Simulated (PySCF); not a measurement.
Compound: C8H9N.
Numbering: `[CH2:1]=[C:2]([CH3:3])[c:4]1[cH:5][cH:6][cH:7][cH:8][n:9]1` (hydrogens: H10, H11 on C1; H12, H13, H14 on C3; H15 on C5; H16 on C6; H17 on C7; H18 on C8)

Method: TDDFT PBE0/def2-SVPD, vertical, gas phase, core orbitals frozen in the response in PySCF 2.14.0, density-fitted response routines. One conformer (not necessarily the lowest) at the PBE0-D3(BJ)/def2-SVP geometry, without solvent, vibrations or thermal averaging. Torsions of this conformer, `[CH2:1]=[C:2]([CH3:3])[c:4]1[cH:5][cH:6][cH:7][cH:8][n:9]1`: C1–C2–C4–C5 5°.

Each state is given a Gaussian of 0.4 eV full width at half maximum, with ε(max) = 2.175×10⁸ f / Δν̃ (Δν̃ the width in cm⁻¹). The cross-section is σ = 3.8235×10⁻²¹ ε cm², given in Mb (10⁻¹⁸ cm²). The width is an assumption, not a result. The curve ends short of the highest state used, and states not computed would add to its high-energy end.

```json
{"λ (nm)": "192.3", "σ (Mb)": "6.40"}
{"λ (nm)": "195.2", "σ (Mb)": "9.77"}
{"λ (nm)": "198.1", "σ (Mb)": "15.57"}
{"λ (nm)": "201.0", "σ (Mb)": "21.34"}
{"λ (nm)": "203.8", "σ (Mb)": "23.60"}
{"λ (nm)": "206.7", "σ (Mb)": "20.87"}
{"λ (nm)": "209.6", "σ (Mb)": "14.70"}
{"λ (nm)": "212.5", "σ (Mb)": "8.36"}
{"λ (nm)": "215.4", "σ (Mb)": "3.90"}
{"λ (nm)": "218.2", "σ (Mb)": "1.57"}
{"λ (nm)": "221.1", "σ (Mb)": "0.57"}
{"λ (nm)": "224.0", "σ (Mb)": "0.39"}
{"λ (nm)": "226.9", "σ (Mb)": "0.95"}
{"λ (nm)": "229.8", "σ (Mb)": "2.79"}
{"λ (nm)": "232.6", "σ (Mb)": "6.91"}
{"λ (nm)": "235.5", "σ (Mb)": "15.11"}
{"λ (nm)": "238.4", "σ (Mb)": "28.32"}
{"λ (nm)": "241.3", "σ (Mb)": "45.92"}
{"λ (nm)": "244.2", "σ (Mb)": "65.00"}
{"λ (nm)": "247.0", "σ (Mb)": "80.53"}
{"λ (nm)": "249.9", "σ (Mb)": "89.34"}
{"λ (nm)": "252.8", "σ (Mb)": "88.55"}
{"λ (nm)": "255.7", "σ (Mb)": "78.97"}
{"λ (nm)": "258.6", "σ (Mb)": "63.80"}
{"λ (nm)": "261.4", "σ (Mb)": "47.57"}
{"λ (nm)": "264.3", "σ (Mb)": "32.26"}
{"λ (nm)": "267.2", "σ (Mb)": "20.21"}
{"λ (nm)": "270.1", "σ (Mb)": "11.78"}
{"λ (nm)": "273.0", "σ (Mb)": "6.45"}
{"λ (nm)": "275.8", "σ (Mb)": "3.43"}
{"λ (nm)": "278.7", "σ (Mb)": "1.72"}
{"λ (nm)": "281.6", "σ (Mb)": "0.84"}
{"λ (nm)": "284.5", "σ (Mb)": "0.42"}
{"λ (nm)": "287.4", "σ (Mb)": "0.21"}
{"λ (nm)": "290.2", "σ (Mb)": "0.12"}
{"λ (nm)": "293.1", "σ (Mb)": "0.06"}
{"λ (nm)": "296.0", "σ (Mb)": "0.04"}
{"λ (nm)": "298.9", "σ (Mb)": "0.02"}
{"λ (nm)": "301.8", "σ (Mb)": "0.01"}
{"λ (nm)": "304.6", "σ (Mb)": "0.01"}
{"λ (nm)": "307.5", "σ (Mb)": "0.00"}
{"λ (nm)": "310.4", "σ (Mb)": "0.00"}
{"λ (nm)": "313.3", "σ (Mb)": "0.00"}
{"λ (nm)": "316.2", "σ (Mb)": "0.00"}
```

(1) Where are the band maxima, and which computed states make them?

(2) On this curve, what absorbance would a 10⁻⁵ mol/L sample give at 280 nm over a 1 cm path?

(3) Coming from long wavelengths, where does ε first pass 100 L mol⁻¹ cm⁻¹?

Answers

(1) 251 nm (4.94 eV), ε about 24000, made up of S2 (92%); 204 nm (6.09 eV), ε about 6200, made up of S5 (96%) (ε in L mol⁻¹ cm⁻¹; maxima over ε = 5, shares over 10%). The states used: S1 4.52 eV (f 0.0008); S2 4.93 eV (f 0.322); S3 4.96 eV (f 0.0032); S4 5.04 eV (f 0.029); S5 6.08 eV (f 0.088); S6 6.34 eV (f 0.011); S7 6.50 eV (f 0.0050); S8 6.93 eV (f 0.118); S9 7.02 eV (f 0.311); S10 7.05 eV (f 0.0032).

(2) 280 nm is 4.428 eV, where ε is about 330 L mol⁻¹ cm⁻¹, so A = ε c l ≈ 0.0033 (Beer–Lambert, with the gas-phase spectrum and the assumed width).

(3) At about 285 nm (4.35 eV), 0.17 eV below S1.

The vertical ionisation energy (ΔSCF) is 8.45 eV, 1.41 eV above S10.
